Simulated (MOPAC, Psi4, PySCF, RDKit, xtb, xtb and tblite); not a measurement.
Torsional profile of SMILES c1(OC)sc(C(=O)O)cc1. Scanned: dihedral S10–C6–C7–O8; all other coordinates were relaxed at GFN2-xTB. Points at φ and −φ are mirror images.

Geometry of the scan point at 0° (Å):
```
16

C     -2.8733     1.1565    -0.0683
O     -2.3677    -0.0802     0.3842
C     -1.0498    -0.2704     0.2918
C     -0.3970    -1.4133     0.6857
C      0.9829    -1.3371     0.4731
C      1.3845    -0.1469    -0.0788
C      2.7135     0.2989    -0.4404
O      2.9815     1.3725    -0.9263
O      3.6589    -0.6270    -0.1759
S      0.0388     0.9188    -0.3495
H     -3.9494     1.1192     0.0867
H     -2.4422     1.9864     0.5000
H     -2.6536     1.3035    -1.1302
H     -0.9083    -2.2580     1.1070
H      1.6770    -2.1221     0.7114
H      4.5248    -0.2777    -0.4365
```

GFN2-xTB (xtb and tblite); MMFF94 // GFN2-xTB (RDKit); PBE0/def2-SVP // GFN2-xTB (Psi4); PBE0-D3(BJ)/def2-SVP // GFN2-xTB (Psi4); PBE/def2-SVP // GFN2-xTB (Psi4); PBE-D3(BJ)/def2-SVP // GFN2-xTB (Psi4); UFF // GFN2-xTB (RDKit); PM6, restricted, heats of formation // GFN2-xTB (MOPAC); PM3, restricted, heats of formation // GFN2-xTB (MOPAC); GFN1-xTB // GFN2-xTB (xtb); RKS-B3LYP/6-31G* = restricted B3LYP/6-31G*, spherical d, density fitting // GFN2-xTB in PySCF 2.14.0; RKS-BP86/6-31G* = restricted BP86/6-31G*, spherical d, density fitting // GFN2-xTB run with PySCF; RHF/LANL2DZ = PySCF 2.14.0 with restricted Hartree-Fock/LANL2DZ, with its core potentials past Ne // GFN2-xTB; RKS-B3LYP/6-311+G** = restricted B3LYP/6-311+G**, spherical d, density fitting // GFN2-xTB (PySCF).

Least-squares fit of E(φ) = a0 + Σ (a_n cos nφ + b_n sin nφ), n = 1 to 4, to the 24 scan points, in kcal/mol above the lowest point of each profile (levels whose profile four harmonics don't fit are not listed):

| method | a0 | a1 | b1 | a2 | b2 | a3 | b3 | a4 | b4 | rms of fit |
|---|---|---|---|---|---|---|---|---|---|---|
| GFN2-xTB | 3.57 | 0.20 | 0.00 | -3.62 | 0.00 | -0.03 | 0.00 | 0.25 | 0.00 | 0.03 |
| MMFF94 | 4.41 | -0.66 | 0.00 | -4.17 | 0.00 | 0.00 | 0.00 | 0.45 | 0.00 | 0.05 |
| PBE0/def2-SVP | 5.50 | 0.12 | 0.00 | -5.82 | 0.00 | -0.18 | 0.00 | 0.47 | 0.00 | 0.08 |
| PBE0-D3(BJ)/def2-SVP | 5.50 | 0.12 | 0.00 | -5.84 | 0.00 | -0.18 | 0.00 | 0.47 | 0.00 | 0.08 |
| PBE/def2-SVP | 5.44 | 0.19 | 0.00 | -5.85 | 0.00 | -0.18 | 0.00 | 0.52 | 0.00 | 0.09 |
| PBE-D3(BJ)/def2-SVP | 5.48 | 0.20 | 0.00 | -5.88 | 0.00 | -0.18 | 0.00 | 0.53 | 0.00 | 0.10 |
| UFF | 4.69 | 0.74 | 0.00 | -4.60 | 0.00 | -0.19 | 0.00 | 0.60 | 0.00 | 0.11 |
| PM6 | 2.44 | 0.19 | 0.00 | -2.28 | 0.00 | 0.03 | 0.00 | 0.03 | 0.00 | 0.02 |
| PM3 | 0.43 | -0.36 | 0.00 | -0.20 | 0.00 | 0.20 | 0.00 | -0.06 | 0.00 | 0.05 |
| GFN1-xTB | 3.57 | 0.06 | 0.00 | -3.74 | 0.00 | -0.01 | 0.00 | 0.27 | 0.00 | 0.03 |
| RKS-B3LYP/6-31G* | 5.61 | 0.03 | 0.00 | -5.86 | 0.00 | -0.17 | 0.00 | 0.47 | 0.00 | 0.07 |
| RKS-BP86/6-31G* | 5.54 | 0.14 | 0.00 | -5.92 | 0.00 | -0.18 | 0.00 | 0.52 | 0.00 | 0.09 |
| RHF/LANL2DZ | 5.92 | 0.03 | 0.00 | -6.14 | 0.00 | -0.18 | 0.00 | 0.37 | 0.00 | 0.04 |
| RKS-B3LYP/6-311+G** | 5.18 | 0.03 | 0.00 | -5.45 | 0.00 | -0.17 | 0.00 | 0.47 | 0.00 | 0.06 |
